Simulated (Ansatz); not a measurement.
The pair A = ammonia borane (SMILES [BH3-][NH3+]) (first 8 atoms), B = C2H4 (SMILES C=C); geometry from B3LYP-D3(BJ)/def2-TZVP.
(charge 0, multiplicity 1):
```xyz
14

B     -0.92883     0.28963     0.29841
N      0.63216    -0.16702     0.57008
H     -1.04450     1.36596     0.83879
H     -1.60657    -0.57364     0.80756
H     -1.04869     0.34362    -0.90279
H      1.28372     0.50425     0.17446
H      0.82646    -1.07244     0.15281
H      0.81250    -0.23274     1.57232
C      0.28597     0.60579     3.88100
C     -0.10842    -0.66170     3.86645
H      1.11664     0.93708     4.49320
H     -0.22172     1.35718     3.28741
H     -0.94851    -0.98014     3.26022
H      0.38435    -1.41838     4.46575
```

Correlated levels freeze the cores. MP2 and its Hartree–Fock in aug-cc-pVTZ are density fitted.

Run with Ansatz (a quantum-chemistry and plane-wave program) with Gaussian orbitals. Each number belongs to the level named beside it.

The counterpoise-corrected interaction energy is E(AB) − E(A in the pair's basis) − E(B in the pair's basis). Total energies (hartree):

```tsv
level	AB	A in the pair's basis	B in the pair's basis
HF/aug-cc-pVDZ	-160.6744872	-82.6288791	-78.0440381
MP2/aug-cc-pVDZ	-161.2770178	-82.9410265	-78.3297039
HF/aug-cc-pVTZ	-160.7197506	-82.6531885	-78.0648424
MP2/aug-cc-pVTZ	-161.4386542	-83.0264839	-78.4049852
CCSD(T)/aug-cc-pVDZ	-161.3617090	-82.9858857	-78.3699902
```

Question: Work out the counterpoise-corrected interaction energy at the basis-set limit: extrapolate the MP2 correlation part as X⁻³, take Hartree–Fock from the larger set, and add the CCSD(T) − MP2 difference of aug-cc-pVDZ.

Answer: 
1. Differences (1 hartree = 627.509 kcal/mol): HF/aug-cc-pVDZ -0.985; MP2/aug-cc-pVDZ -3.945; HF/aug-cc-pVTZ -1.079; MP2/aug-cc-pVTZ -4.509; CCSD(T)/aug-cc-pVDZ -3.660.
2. Correlation parts, MP2 less HF: -2.960 in aug-cc-pVDZ (X = 2), -3.430 in aug-cc-pVTZ (X = 3).
3. Limit (3³·(-3.430) − 2³·(-2.960))/(3³ − 2³) = -3.627; with HF/aug-cc-pVTZ it gives -4.706.
4. CCSD(T) less MP2 in aug-cc-pVDZ: 0.285.
Result: -4.42 kcal/mol, against -3.95 at MP2/aug-cc-pVDZ. It is an estimate of this method's limit, not of the exact value.
